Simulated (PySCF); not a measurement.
H9PSi3.
SMILES: `[SiH3]P([SiH3])[SiH3]`

A linear-response calculation (PySCF, def2-SVPD basis, gas phase, vertical, core orbitals frozen in the response) gave these numbers; the functional is withheld.

Orbital energies (eV): HOMO-3 -11.03, HOMO-2 -9.87, HOMO-1 -9.80, HOMO -8.52, LUMO 0.64, LUMO+1 0.72, LUMO+2 0.87.

| state | E (eV) | f | main configurations (H = HOMO, L = LUMO) |
| --- | --- | --- | --- |
| S1 | 5.91 | 0.020 | H→L (87%) |
| S2 | 6.14 | 0.044 | H→L+1 (95%) |
| S3 | 6.26 | 0.030 | H→L+2 (70%), H→L+4 (14%) |
| S4 | 6.49 | 0.019 | H→L+4 (78%), H→L+2 (15%) |
| S5 | 6.89 | 0.022 | H→L+5 (76%) |
| S6 | 7.04 | 0.0022 | H→L+3 (77%) |

Triplets (Tamm–Dancoff): T1 5.31 eV, H→L (88%); T2 5.52 eV, H→L+2 (80%); T3 5.79 eV, H→L+1 (93%); T4 6.22 eV, H→L+4 (88%).

Vertical ionisation energy by ΔSCF with the same functional: 9.11 eV. Mean static polarisability: 114.8 au.

Question: Which of these was used?
A. PBE
B. HF
C. CAM-B3LYP
D. PBE0

Answer: C. CAM-B3LYP is range-separated, 19% exact exchange at short range and 65% at long range (ω = 0.33 bohr⁻¹). In this run −ε(HOMO) = 8.52 eV differs from the ΔSCF value by -0.59 eV, and S1 differs from the orbital gap of 9.16 eV by -3.24 eV. The ratio −ε(HOMO)/IP is 0.94. Usual ranges for neutral molecules in this basis: 0.85 to 0.93 with CAM-B3LYP, 0.5 to 0.7 with PBE, 0.7 to 0.83 with PBE0; with Hartree–Fock the ratio is 1 or more (Koopmans' value less the relaxation energy is the ΔSCF value). The other options: PBE, a GGA without exact exchange; HF, time-dependent Hartree–Fock, 100% exact exchange; PBE0, a global hybrid with 25% exact exchange.

The calculation used TDDFT CAM-B3LYP/def2-SVPD, vertical, gas phase, core orbitals frozen in the response in PySCF 2.14.0, density-fitted response routines. Geometry: PBE0-D3(BJ)/def2-SVP; no solvent, vibrations or thermal averaging.
